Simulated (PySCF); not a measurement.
## [Sm(NH2)3]−: one run

[Sm(NH2)3]− (singlet in the valence; each metal's 4f electrons, 6 of them, lie in its core potential, out of spins and levels). PySCF 2.14.0, RKS PBE0, Sm lcecp-0-SVP with ECP52, N def2-SVP, H def2-SVP; non-relativistic Hamiltonian with scalar-relativistic core potentials where named; density fitting; no spin-orbit coupling. The geometry is an unrelaxed template.

```python
mol = gto.M(atom='''
Sm     0.00000     0.00000     0.00000
N      2.44580     0.00000     0.00000
H      3.03570     0.00000     0.83000
H      3.03570     0.00000    -0.83000
N     -1.22290     2.11810     0.00000
H     -1.51790     2.62900     0.83000
H     -1.51790     2.62900    -0.83000
N     -1.22290    -2.11810     0.00000
H     -1.51790    -2.62900     0.83000
H     -1.51790    -2.62900    -0.83000''',
    basis={'Sm': 'lcecp-0-SVP', 'N': 'def2-SVP', 'H': 'def2-SVP'},
    ecp={'Sm': 'lcecp-0-SVP'},
    charge=-1, spin=0)
mf = dft.RKS(mol, xc='PBE0')
mf.grids.atom_grid = (50, 194)  # f atoms: unpruned, at least (60, 302)
mf = mf.density_fit()  # fitting sets: Sm AutoAux, N def2-universal-JKFIT, H def2-universal-JKFIT
mf.conv_tol = 1e-08; mf.max_cycle = 55
mf.kernel(dm0)  # dm0: free metal ions and neutral atoms
```

Run from Python with OMP_NUM_THREADS=2; the lines above give its settings. Where DIIS fails, smearing, a level shift and second-order steps follow.
It took 4.3 s on 2 threads of AMD EPYC 7R43 64-Core Processor (Zen 3), on a shared host, peak memory 0.65 GiB.

The 4f levels lie in the core potential and are missing.

What are the Mulliken charges and spins?


```csv
atom,charge (e),spin (e)
Sm1,0.453,0.000
N2,-0.591,0.000
H3,0.053,0.000
H4,0.053,0.000
N5,-0.591,0.000
H6,0.053,0.000
H7,0.053,0.000
N8,-0.591,0.000
H9,0.053,0.000
H10,0.053,0.000
```
The spin of the 4f electrons in the core isn't counted.

An lcecp potential fixes the number of 4f electrons, so in runs with it no electron can move into or out of that shell.
